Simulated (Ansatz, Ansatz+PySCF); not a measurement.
```yaml
atoms:
  - { symbol: Ag, position_ang: [0.0363, -0.0548, 0.0877] }
  - { symbol: H, position_ang: [-0.1020, 0.0995, 1.4819] }
```

Basis set: def2-SVP (spherical functions, with the set's core potentials past Kr). All electrons outside the core potentials are correlated. Charge 0, multiplicity 1.

Computed with Ansatz (development build ahead of 0.2.0); each method stands on the lowest determinant of its kind that the runs found. Restricted open shells among the atoms or ions are ROHF, correlated in semicanonical orbitals with singles.

Question: Give the atomization energy at this shape (free ground-state atoms in the same class of orbitals less the molecule, no zero-point energy) of singlet AgH by RHF-MP2, RHF.

Answer:

```tsv
method	atomization energy
RHF-MP2	178.4 kJ/mol
RHF	53.5 kJ/mol
```

Caution: the shape is not the minimum.
